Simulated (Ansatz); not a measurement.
Input (CCSDT(Q)/cc-pVTZ; Ansatz, a program for electronic structure):

Ansatz 0.2 input:
```yaml
crystal:
  periodic: [false, false, false]
  atoms:
    - {symbol: As, position_ang: [0.00000000, 0.00000000, 0.00000000]}
basis:
  gaussian:
    orbitals: cc-pVTZ
magnetization: {spin_polarized: true, initial_magnetization: 3}
correlation: {method: ccsdt_q, electrons: outside_noble_gas}
scf: {lower_state_search: full}
```

Output:

```
Functional definition: HF
integrals: 0.02 GiB planned
385 factors; integrals over basis functions are off by at most 4.2e-8 eV
mean field: 0.11 GiB planned
mean field evaluation 1: about -60796.5904 eV, gradient 3.4e0 eV
mean field evaluation 2: about -60796.5943 eV, gradient 3.4e0 eV
mean field evaluation 4: about -60796.6886 eV, gradient 3.8e-1 eV
mean field evaluation 8: about -60796.6897 eV, gradient 3.2e-4 eV
mean field evaluation 16: about -60796.3931 eV, gradient 4.1e0 eV
mean field evaluation 32: about -60786.6638 eV, gradient 5.5e1 eV
mean field -60796.68967572 eV, -2234.2371361064 hartree, gradient 2.1e-6 eV, S^2 3.750982; 2 other end points of the search recorded, 0 dependent functions left out
14 core orbitals not correlated
reference -60796.68967572 eV, -2234.2371361064 hartree; 4, 1 occupied and 25, 28 virtual orbitals, 385 factors
second order -1.94318289 eV of doubles, -0.00000000 eV of singles
coupled cluster: 0.11 GiB planned
cycle   1  -2.25380913 eV  change   -3.1e-1 eV  update   4.5e-2
cycle   2  -2.43248453 eV  change   -1.8e-1 eV  update   1.7e-2
cycle   3  -2.42563156 eV  change    6.9e-3 eV  update   1.9e-3
cycle   4  -2.42811292 eV  change   -2.5e-3 eV  update   7.5e-4
cycle   5  -2.42739480 eV  change    7.2e-4 eV  update   1.3e-4
cycle   6  -2.42743535 eV  change   -4.1e-5 eV  update   2.6e-5
cycle   7  -2.42744673 eV  change   -1.1e-5 eV  update   8.8e-6
cycle   8  -2.42743943 eV  change    7.3e-6 eV  update   2.1e-6
cycle   9  -2.42744131 eV  change   -1.9e-6 eV  update   5.2e-7
cycle  10  -2.42744118 eV  change    1.3e-7 eV  update   9.0e-8
perturbative correction -0.00194826 eV, -0.0000715972 hartree
Total energy: -60799.11906516 eV, -2234.3264145216 hartree
```
